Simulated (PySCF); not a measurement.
Splitting trees

Structure with atom numbers: `[CH2:1]=[C:2]1[CH2:3][CH2:4]/[C:5]1=[CH:6]\[CH3:7]`. Hydrogens are named by the atom that carries them. Ha(C1) is cis to C3; Hb(C1) is trans to C3.

- shielding tensors at CAM-B3LYP/pcSseg-1 (GIAO)
- structure optimised with PBE0-D3(BJ)/def2-SVP
- B3LYP/pcJ-1 coupling constants (without the spin–dipole term)
- run in PySCF 2.14.0 with density-fitted response routines
- one averaged value for each set of equivalent atoms, one conformer, no solvent model, non-relativistic

Chemical shifts δ = σref − σ; 13C (σ = 182.45 ppm) against TMS, all at this level.

Spectrometer: 800 MHz for 1H. First-order analysis; couplings under 1 Hz (under 4 Hz in carbon signals) are ignored, and nearly equal couplings are merged; the smaller ones broaden or split the lines further.

(1) What pattern does C6 show in the proton-coupled 13C spectrum?

(2) What pattern does C4 show in the proton-coupled 13C spectrum?

(3) What pattern does C1 show in the proton-coupled 13C spectrum?

Results:

(1) A doublet of quartets of triplets at δ 126.1: 159.9 Hz to H(C6) (1 × 1H, 1 bond away), 7.4 Hz to H(C7) (3 × 1H, 2 bonds away), 4.1 Hz to H(C4) (2 × 1H, 3 bonds away). Lines in Hz from the centre (relative intensity): +95.2 (1), +91.0 (2), +87.8 (3), +87.0 (1), +83.7 (6), +80.3 (3), +79.5 (3), +76.2 (6), +73.0 (1), +72.2 (3), +68.8 (2), +64.8 (1), -64.8 (1), -68.8 (2), -72.2 (3), -73.0 (1), -76.2 (6), -79.5 (3), -80.3 (3), -83.7 (6), -87.0 (1), -87.8 (3), -91.0 (2), -95.2 (1). The outer lines are 190.3 Hz apart, the sum of the couplings kept, or 0.946 ppm at this field.

(2) A triplet of doublets at δ 25.8: 141.9 Hz to H(C4) (2 × 1H, 1 bond away), 10.2 Hz to H(C6) (1 × 1H, 3 bonds away). Lines in Hz from the centre (relative intensity): +147.0 (1), +136.8 (1), +5.1 (2), -5.1 (2), -136.8 (1), -147.0 (1). The outer lines are 294.0 Hz apart, the sum of the couplings kept, or 1.462 ppm at this field.

(3) A triplet of triplets at δ 110.0: 168.3 Hz to Ha(C1) and Hb(C1) (2 × 1H, 1 bond away), 4.1 Hz to H(C3) (2 × 1H, 3 bonds away). Lines in Hz from the centre (relative intensity): +172.4 (1), +168.3 (2), +164.2 (1), +4.1 (2), +0.0 (4), -4.1 (2), -164.2 (1), -168.3 (2), -172.4 (1). The outer lines are 344.8 Hz apart, the sum of the couplings kept, or 1.714 ppm at this field.

Unscaled 3J(H,H) at this level run about 10 % above measured values.
